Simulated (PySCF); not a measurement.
## Nuclear quadrupole coupling in (OH)2Al-S-SiH3

Compound: (OH)2Al-S-SiH3.
Structure used (PBE0-D3(BJ)/def2-SVP), in Å, numbered top down from 1:
```xyz
10
AlH5O2SSi angstrom
Al    -0.751    0.277    0.997
O     -1.958    0.514    2.161
O      0.647    1.230    0.964
S     -0.869   -1.242   -0.549
Si     0.941   -0.771   -1.627
H     -2.789    0.042    2.228
H      0.868    1.958    1.545
H      0.966   -1.728   -2.772
H      0.919    0.623   -2.154
H      2.153   -0.980   -0.787
```

Field gradients from the PBE0/pcSseg-1 (pcSseg-2 on Al) density (PySCF, non-relativistic), principal values in atomic units, ordered |Vxx| ≤ |Vyy| ≤ |Vzz|:

```json
{"atom": "Al1", "Vxx": "-0.3182", "Vyy": "-0.6077", "Vzz": "0.9259"}
{"atom": "O2", "Vxx": "-0.5857", "Vyy": "-0.8763", "Vzz": "1.4619"}
{"atom": "O3", "Vxx": "-0.5853", "Vyy": "-0.8773", "Vzz": "1.4626"}
{"atom": "S4", "Vxx": "0.0481", "Vyy": "1.1835", "Vzz": "-1.2316"}
```

Question: Find the asymmetry η = (Vxx − Vyy)/Vzz and the couplings χ = eQV/h (234.96 MHz × Q in barn × V in au), with Q(27Al) = 0.1466 b, Q(17O) = −0.0256 b, Q(33S) = −0.0678 b.

Answer: 
```tsv
atom	environment	nucleus	η	χzz (MHz)	χxx (MHz)	χyy (MHz)
Al1	aluminium bonded to 2 O and S	27Al	0.31	31.89	-10.96	-20.93
O2	oxygen bonded to Al and H	17O	0.20	-8.79	3.52	5.27
O3	oxygen bonded to Al and H	17O	0.20	-8.80	3.52	5.28
S4	sulfur bonded to Al and Si	33S	0.92	19.62	-0.77	-18.85
```

At S4 η is above 0.9: Vyy and Vzz are nearly equal in size and opposite in sign, so a small change could swap them and flip the sign of χzz. The tensor is traceless: Vxx + Vyy + Vzz = 0.

Question: What is Vzz at O2 in SI units (1 au = 9.71736 × 10²¹ V/m²)?

Answer: 1.4619 au = 14.206 × 10²¹ V/m².

Were the hydrogens deuterons (Q(2H) = 0.00286 b), χzz would run from 94 kHz (H8) to 336 kHz (H7 and H6).

One conformer (not necessarily the lowest) at the PBE0-D3(BJ)/def2-SVP geometry, without solvent, vibrations or thermal averaging. With so small a basis the couplings can be 20 % off.

These values come from a run that also computed NMR shieldings. The run took 17 s (with the writing of density and orbital grids) on one thread of an Intel Xeon Platinum 8488C, shared host with 96 logical CPUs at a one-minute load of 26, and the process peaked at 0.82 GiB of memory.
